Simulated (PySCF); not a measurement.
A side-by-side comparison of computed properties.

First species: C4H5F3O.
Numbering: `[CH3:1][CH2:2][C:3]([F:4])([F:5])[C:6](=[O:7])[F:8]` (hydrogens: H9, H10, H11 on C1; H12, H13 on C2)

Second species: C₃H₅P.
Bonds: C1–C2, C2–C3 (double), C3–P4, C2–P4. Hydrogens: H5, H6, H7 on C1; H8 on C3; H9 on P4.

Levels: B3LYP/def2-SVPD for dipole moment, HOMO energy, LUMO energy, HOMO–LUMO gap, static isotropic polarisability and electronic spatial extent ⟨r²⟩ about the centre of nuclear charge; TDDFT B3LYP/def2-SVPD for lowest singlet excitation; TDA B3LYP/def2-SVPD for lowest triplet excitation (Tamm–Dancoff); GFN2-xTB for rotational constant A and rotational constant C. Geometries: GFN2-xTB. Each species is one conformer at its optimised geometry, gas phase, non-relativistic unless stated. Electronic properties by PySCF.

Dipoles, sizes and rotational constants follow the conformer. The torsions of the flexible species, by atom-mapped SMILES:
- `[CH3:1][CH2:2][C:3]([F:4])([F:5])[C:6](=[O:7])[F:8]`: C1–C2–C3–F4 180°, C2–C3–C6–O7 109°

```
                                                         property   column X    column Y
                                                    dipole moment     2.97 D      1.87 D
                                                      HOMO energy   -9.32 eV    -6.36 eV
                                                      LUMO energy   -1.83 eV    -0.28 eV
                                                    HOMO–LUMO gap    7.49 eV     6.08 eV
                                        lowest singlet excitation    5.71 eV     5.15 eV
                         lowest triplet excitation (Tamm–Dancoff)    5.10 eV     3.99 eV
                                  static isotropic polarisability    53.7 au     60.2 au
electronic spatial extent ⟨r²⟩ about the centre of nuclear charge  856 bohr²   382 bohr²
                                            rotational constant A  2.316 GHz  14.802 GHz
                                            rotational constant C  1.642 GHz   3.535 GHz
```

(1) Which column belongs to which species?

(2) How does each property change from the first species to the second?

Results:

(1) Column X is the first species and column Y the second. The first has 13 atoms and 64 electrons, the second 9 and 38.

(2) dipole moment -1.10 D; HOMO energy +2.96 eV; LUMO energy +1.55 eV; HOMO–LUMO gap -1.41 eV; lowest singlet excitation -0.56 eV; lowest triplet excitation (Tamm–Dancoff) -1.11 eV; static isotropic polarisability +6.5 au; electronic spatial extent ⟨r²⟩ about the centre of nuclear charge -474 bohr²; rotational constant A +12.486 GHz; rotational constant C +1.893 GHz.

On the first: In atomic units the dipole is 1.17 e·bohr (1 au = 2.5417 D). S1 lies 1.78 eV below the HOMO–LUMO gap; its leading configuration is HOMO→LUMO, weight 0.93.

On the second: The vertical singlet–triplet gap S1 − T1 is 1.16 eV (TDDFT singlet less Tamm–Dancoff triplet; S1: HOMO→LUMO, weight 0.90; T1: HOMO→LUMO, weight 0.91). No computed singlet falls in the visible range (750 to 380 nm, 1.65 to 3.26 eV); S1 lies 1.89 eV above its blue end.
